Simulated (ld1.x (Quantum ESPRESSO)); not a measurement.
Values are calculated unless marked as measured or tabulated.
## Pseudopotentials across the periodic table

Generated with ld1.x 7.5 (TM, RRKJ, ultrasoft, PAW), atompaw 4.2 or ONCVPSP 4.0.1. The cutoff is in Ry: for ld1.x and atompaw files where the sum of valence levels is converged to 10 mRy in a Bessel basis, for ONCV files where the hardest occupied wave has 1 mHa per electron of residual kinetic energy. The error is the largest all-electron minus pseudo excitation energy over each file’s own four to seven test configurations (ionisations up to +4, promotions, holes and added fractions of an electron), all of which were solved. The labels leave out finer settings (local radius, basis sizes, second energies), which also bear on the numbers. Spin-polarised tests are not counted. The rows are a selection from randomly drawn settings: files with unsolved tests, undetermined cutoffs or missed reference levels are left out.

| element | potential | cutoff (Ry) | largest error (meV) | bound ghosts |
| --- | --- | --- | --- | --- |
| B | ultrasoft, PBEsol, scalar-relativistic, rc 1.70/2.20 (sp), local smoothed, core correction yes, reference 2s1.75 2p1.25 | 10 | +75 | none |
| Ru | TM semilocal, PBE, scalar-relativistic, rc 1.10/1.65/2.15 (spd), local d, core correction yes, reference 4s2 4p6 4d7 5s0 5p0 | 110 | +200 | none |
| Pt | TM, revPBE, scalar-relativistic, rc 1.60/1.80/1.75 (spd), local smoothed, core correction no, reference 5s2 5p6 5d10 6s0 6p0 | 55 | +835 | none |

Q: Fill in the row for Ti: RRKJ, BP86, scalar-relativistic, rc 2.80/1.00/1.45 (spd), local s, core correction yes, reference 3p6 3d2 4s2 4p0.

A: cutoff 120 Ry, largest error -963 meV, bound ghosts: none.

Q: Fill in the row for Be: PAW, PBE, scalar-relativistic, rc 2.35/4.65/4.80 (spd), local smoothed, core correction yes, reference 2s1.5 2p0.5.

A: cutoff 6 Ry, largest error -243 meV, bound ghosts: none.

Q: Fill in the row for Nd: RRKJ, LDA (PZ), scalar-relativistic, rc 1.60/2.50/2.85/1.64 (spdf), local smoothed, core correction yes, reference 4f4 5s2 5p6 5d0 6s0 6p0.

A: cutoff 80 Ry, largest error +1392 meV, bound ghosts: none.
